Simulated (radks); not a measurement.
Results of a calculation; reference values are marked as such.
Pm+, configuration [Xe] 4f5 6s1 (the NIST ground configuration). Level of theory: Dirac Kohn-Sham, Slater X-alpha with alpha = 0.69, spin-unpolarised, spherical densities, finite nucleus; open shells are shared between the two j in proportion to 2j + 1; Fermi nuclear charge, rms radius 4.962 fm (a radial shooting solver on a logarithmic mesh with Libxc functionals). Some entries of the table are withheld. Estimate them.

orbital     occ.  eigenvalue (Ry)  <r^2> (bohr^2)  <r> (bohr)
1s1/2          2        -3304.057       0.0007326     0.02319
2s1/2          2        -537.5290         0.01151     0.09850
2p1/2          2        -509.3626             (1)     0.08245
2p3/2          4        -468.1967             (2)     0.08897
3s1/2          2        -117.5010         0.07758      0.2604
3p1/2          2              (3)         0.07260      0.2499
3p3/2          4              (4)         0.07989      0.2625
3d3/2          4              (5)             (6)      0.2339
3d5/2          6              (7)             (8)      0.2378
4s1/2          2        -23.62539          0.3971      0.5929
4p1/2          2        -19.00953          0.4208      0.6079
4p3/2          4        -17.19161          0.4615      0.6368
4d3/2          4         -9.57988          0.5407      0.6822
4d5/2          6         -9.25666          0.5571      0.6926
5s1/2          2         -3.45673           2.333       1.439
5p1/2          2         -2.21773           3.009         (9)
5p3/2          4         -1.97330           3.377        (10)
6s1/2          1         -0.57395           17.82       3.981
4f5/2    2.14286         -0.56606           1.502       1.041
4f7/2    2.85714         -0.53108           1.571       1.061

Answer. 
(1) 2p1/2 <r^2> (bohr^2): 0.008390
(2) 2p3/2 <r^2> (bohr^2): 0.009637
(3) 3p1/2 eigenvalue (Ry): -105.3780
(4) 3p3/2 eigenvalue (Ry): -97.10067
(5) 3d3/2 eigenvalue (Ry): -75.92844
(6) 3d3/2 <r^2> (bohr^2): 0.06446
(7) 3d5/2 eigenvalue (Ry): -74.13163
(8) 3d5/2 <r^2> (bohr^2): 0.06651
(9) 5p1/2 <r> (bohr): 1.627
(10) 5p3/2 <r> (bohr): 1.722
